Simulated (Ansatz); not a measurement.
Geometry optimisation, RKS PBE0-D4/def2-SVP (Ansatz).

The input (input.yaml):

```yaml
crystal:
  periodic: [false, false, false]
  atoms:
    - { symbol: C, position_ang: [-1.3619, 0.9812, 0.517] }
    - { symbol: Si, position_ang: [0.2142, 0.1941, 0.1517] }
    - { symbol: C, position_ang: [0.3254, -1.3954, 1.089] }
    - { symbol: C, position_ang: [0.5067, -0.0909, -1.6967] }
    - { symbol: "N", position_ang: [1.3887, 0.4164, -2.4043] }
    - { symbol: H, position_ang: [-1.4856, 1.9962, -0.0263] }
    - { symbol: H, position_ang: [-1.4967, 1.2274, 1.5791] }
    - { symbol: H, position_ang: [-2.2089, 0.4138, 0.1816] }
    - { symbol: H, position_ang: [1.3086, 1.1209, 0.6564] }
    - { symbol: H, position_ang: [0.2634, -1.2189, 2.2018] }
    - { symbol: H, position_ang: [1.317, -1.8729, 0.9467] }
    - { symbol: H, position_ang: [-0.405, -2.0933, 0.8212] }
    - { symbol: H, position_ang: [-0.3539, -0.7332, -2.1949] }
    - { symbol: H, position_ang: [1.9751, 1.0254, -1.7935] }
basis:
  gaussian: { orbitals: def2-SVP }
hamiltonian:
  xc: pbe0
  dispersion: d4
relax:
  f_tol: 0.015
  max_steps: 40
```

Run as:

```bash
$ ansatz run input.yaml --threads 2 --pin off --max-ram 3072MiB --backend cpu --events-out ev --progress --plain --runs-dir out
```

Question: Where does it end, and by what steps?

Answer: It converged. After 7 steps the energy has fallen by 0.422 eV; H14 moved furthest, 0.09 Å.

| step | energy less start (eV) | largest force component (eV/Å) | accepted |
| --- | --- | --- | --- |
| 0 | 0.0000 | 3.574 | yes |
| 1 | -0.2831 | 1.443 | yes |
| 2 | -0.3828 | 0.510 | yes |
| 3 | -0.4138 | 0.333 | yes |
| 4 | -0.4208 | 0.108 | yes |
| 5 | -0.4218 | 0.049 | yes |
| 6 | -0.4221 | 0.034 | yes |
| 7 | -0.4222 | 0.006 | yes |

```xyz
14
Properties=species:S:1:pos:R:3
C -1.420 1.044 0.520
Si 0.240 0.224 0.201
C 0.365 -1.411 1.120
C 0.463 -0.071 -1.665
N 1.381 0.401 -2.413
H -1.496 2.007 -0.008
H -1.567 1.232 1.595
H -2.245 0.401 0.175
H 1.361 1.137 0.603
H 0.249 -1.263 2.205
H 1.339 -1.892 0.944
H -0.423 -2.105 0.789
H -0.278 -0.723 -2.174
H 2.019 0.990 -1.861
```

Time of the run: 22 s on 2 threads of INTEL(R) XEON(R) PLATINUM 8581C CPU @ 2.10GHz (Emerald Rapids), on a shared host, peak memory 0.3 GiB.
